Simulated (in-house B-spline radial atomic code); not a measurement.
## PBE excitations of the carbon ion C⁴⁺

Method: PBE. Computed with a B-spline radial code for spherical atoms: linear response of the closed shell 1s2 with the functional's adiabatic kernel; non-relativistic, point nucleus, no spin-orbit coupling, no double excitations, S, P, D and F terms only.

Command:
```bash
python run_td.py task.json out
```
Settings (radii: box in bohr, nucleus in fm):
```
Z                        6
electrons                2
configuration            1s2
hamiltonian              nr
method                   pbe,pbe
box_radius               19.1
intervals                47
```

Cost of the run: 0.1 s on 1 thread of Arm Neoverse N1, on a shared host.

The lowest states, in the order of their Tamm-Dancoff energies; the method's threshold (minus the highest occupied level) is 357.58 eV. Labels give the largest channel, * marks a mixed state, and oscillator strengths are full-response dipole values. Semilocal kernels can invert the small singlet-triplet splittings of Rydberg terms. Energies in eV:

```tsv
state	full response	Tamm-Dancoff	oscillator strength
1s → 2s 3S	286.01	286.03	-
1s → 2s 1S	290.95	291.04	-
1s → 2p 3P	292.13	292.15	-
1s → 2p 1P	295.27	295.30	0.553
1s → 3s 3S	329.19	329.19	-
1s → 3s 1S	330.32	330.34	-
1s → 3p 3P	330.99	330.99	-
1s → 3p 1P	331.73	331.74	0.109
1s → 3d 3D	332.63	332.63	-
1s → 3d 1D	?	?	-
1s → 4s 3S	342.29	342.30	-
1s → 4s 1S	342.73	342.74	-
1s → 4p 3P	343.02	343.02	-
1s → 4p 1P	?	?	?
1s → 4d 3D	343.62	343.62	-
1s → 4d 1D	343.63	343.63	-
```

Problem. Where does 1s → 3d 1D lie?

Solution. At 332.65 eV in full response, 332.65 eV in Tamm-Dancoff.

Problem. Where does 1s → 4p 1P lie?

Solution. At 343.32 eV in full response, 343.32 eV in Tamm-Dancoff, oscillator strength 0.0415.

Problem. How large is the singlet-triplet splitting of 1s → 2s (S terms) in Tamm-Dancoff?

Solution. 5.02 eV, from the unrounded values.

Problem. What polarisabilities and dispersion coefficient does the method give?

Solution. Dipole 0.00928 bohr³, quadrupole 0.001126 bohr⁵, C6 0.0008419 hartree·bohr⁶ for two such species.
